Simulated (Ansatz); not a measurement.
`[OH][GeH2][NH][SiH](O)Cl` + H₂O → `[OH][GeH2][NH][SiH](O)O` + HCl  (formal hydrolysis of the Si–Cl bond)

Computed with Ansatz on PBE0-D4/def2-TZVP structures; ΔE is electronic, products minus reactants. CCSD(T)/CBS is the MP2 limit (def2-TZVPP, def2-QZVPP) plus CCSD(T) − MP2 in def2-TZVPP, frozen cores. This one scheme is used for every species. DFT in def2-TZVPP. B3LYP here is the variant with VWN-RPA as its local correlation; programs differ in this. For Ge outer-core shells are correlated without core-valence functions, which leaves a few kJ/mol of doubt a bond. Scalar relativity is left out up to krypton. One conformer a species, not always the lowest.

`[OH][GeH2][NH][SiH](O)Cl`:

Cartesian coordinates in Å:
```
O 0.279 -0.818 -1.740
Ge -0.803 -1.243 -0.368
N -0.847 0.276 0.634
Si 0.529 1.227 1.013
O 1.788 0.675 0.149
Cl 0.042 3.188 0.606
H 0.646 -1.583 -2.190
H -2.221 -1.550 -0.871
H -0.153 -2.427 0.367
H -1.752 0.717 0.696
H 0.934 1.208 2.429
H 1.557 0.331 -0.728
```

H₂O:

Z-matrix (Å, degrees):
```
O
H 1 0.960
H 1 0.960 2 105.1
```

`[OH][GeH2][NH][SiH](O)O`:

Z-matrix (Å, degrees):
```
Ge
N 1 1.825
O 1 1.799 2 107.8
H 1 1.537 2 108.5 3 -119.8
H 1 1.528 2 112.5 3 112.2
Si 2 1.714 1 122.5 3 -44.3
H 2 1.009 1 116.1 3 115.1
H 3 0.960 1 112.5 2 -73.1
O 6 1.644 2 105.3 1 126.1
O 6 1.633 2 107.6 1 2.2
H 6 1.480 2 115.3 1 -114.5
H 9 0.958 6 116.7 2 163.2
H 10 0.968 6 116.3 2 39.0
```

HCl:

Cartesian coordinates in Å:
```
Cl 0.182 0.107 0.604
H -0.182 -0.107 -0.604
```

```tsv
level	ΔE (kcal/mol)
B3LYP	-2.1
CCSD/def2-TZVPP	-2.6
MP2/def2-QZVPP	-0.4
CCSD/CBS(def2)	-1.1
```

(1) What does CCSD(T)/CBS give? (Estimate.)

Largest T1 diagnostic among the species: 0.012.

Answers

(1) Ansatz gave: -0.9 kcal/mol. The listed levels differ from it by -1.2, -1.7, 0.5, -0.2 kcal/mol.

The D4 term adds +0.8 kcal/mol with B3LYP and +0.4 kcal/mol with PBE0; it sums over pairs of atoms, weighted by their polarisabilities, and B3LYP, whose exchange is more repulsive, gets the larger term.
